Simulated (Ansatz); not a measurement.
`N[SiH2][SiH](N)F` + `F[SiH2]OP` → `N[SiH2]OP` + `N[SiH](F)[SiH2]F`  (redistribution)

Isolated molecules relaxed with PBE0-D4/def2-TZVP in Ansatz; ΔE leaves out vibrations. CCSD(T)/CBS is the MP2 limit (def2-TZVPP, def2-QZVPP) plus CCSD(T) − MP2 in def2-TZVPP, frozen cores. DFT in def2-TZVPP. B3LYP here is the variant with VWN-RPA as its local correlation; programs differ in this. Each species was taken in one conformer, which may not be the lowest.

```
             level  ΔE (kJ/mol)  difference from CCSD(T)/CBS
            PBE-D4          3.3                         -1.5
         r2SCAN-D4          3.6                         -1.2
           PBE0-D4          4.1                         -0.7
          B3LYP-D4          3.7                         -1.1
           ωB97X-V          3.9                         -0.9
           ωB97M-V          4.5                         -0.3
            B2PLYP          4.2                         -0.6
               PBE          3.0                         -1.8
            r2SCAN          3.4                         -1.4
              PBE0          3.8                         -1.0
             B3LYP          3.1                         -1.7
     HF/def2-TZVPP          4.0                         -0.8
    MP2/def2-TZVPP          6.1                          1.3
SCS-MP2/def2-TZVPP          5.7                          0.9
   CCSD/def2-TZVPP          6.2                          1.4
CCSD(T)/def2-TZVPP          6.3                          1.5
     HF/def2-QZVPP          3.9                         -0.9
    MP2/def2-QZVPP          5.2                          0.4
SCS-MP2/def2-QZVPP          4.8                          0.0
      HF/CBS(def2)          3.9                         -0.9
     MP2/CBS(def2)          4.7                         -0.1
    CCSD/CBS(def2)          4.7                         -0.1
       CCSD(T)/CBS          4.8                            0
```

Largest T1 diagnostic among the species: 0.013.

CCSD(T)/CBS has its own doubt, a few kJ/mol and more with outer-core shells, so smaller differences from it don't rank the levels.
